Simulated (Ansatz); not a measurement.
Start from `CSB(F)Cl` and change one atom or group to get `BPB(F)Cl`.

Ansatz, PBE0-D4/def2-TZVP geometries, multiplicity 1. Each molecule was computed in one conformer, which needn't be the lowest.

```tsv
property	`CSB(F)Cl`
ideal-gas entropy at 298 K and 1 bar (rigid rotor, harmonic PBE0-D4/def2-TZVP) / J/(mol·K)	342
HOMO energy (PBE0/def2-TZVPP) / eV	-7.73
size of the dipole moment (PBE/def2-TZVPP) / D	2.14
LUMO energy (ωB97M-V/def2-TZVPP) / eV	1.59
HOMO energy (PBE/def2-TZVPP) / eV	-6.51
LUMO energy (B3LYP/def2-TZVPP) / eV	-0.69
```

Q: What does the change do to each property? (An estimate is asked.)

A: Computed: 
```json
{"property": "ideal-gas entropy at 298 K and 1 bar (rigid rotor, harmonic PBE0-D4/def2-TZVP) / J/(mol·K)", "`BPB(F)Cl`": "344", "shift": "2"}
{"property": "HOMO energy (PBE0/def2-TZVPP) / eV", "`BPB(F)Cl`": "-7.82", "shift": "-0.09"}
{"property": "size of the dipole moment (PBE/def2-TZVPP) / D", "`BPB(F)Cl`": "0.83", "shift": "-1.31"}
{"property": "LUMO energy (ωB97M-V/def2-TZVPP) / eV", "`BPB(F)Cl`": "-0.03", "shift": "-1.62"}
{"property": "HOMO energy (PBE/def2-TZVPP) / eV", "`BPB(F)Cl`": "-6.81", "shift": "-0.30"}
{"property": "LUMO energy (B3LYP/def2-TZVPP) / eV", "`BPB(F)Cl`": "-2.17", "shift": "-1.48"}
```

With PBE0 the HOMO falls by 0.09 eV and the LUMO falls by 1.51 eV, so the gap narrows by about 1.42 eV. PBE moves the HOMO by -0.30 eV and ωB97M-V by 0.03 eV. Dipoles are sizes alone; their direction can turn.

B3LYP here is the variant with VWN-RPA as its local correlation; programs differ in this.
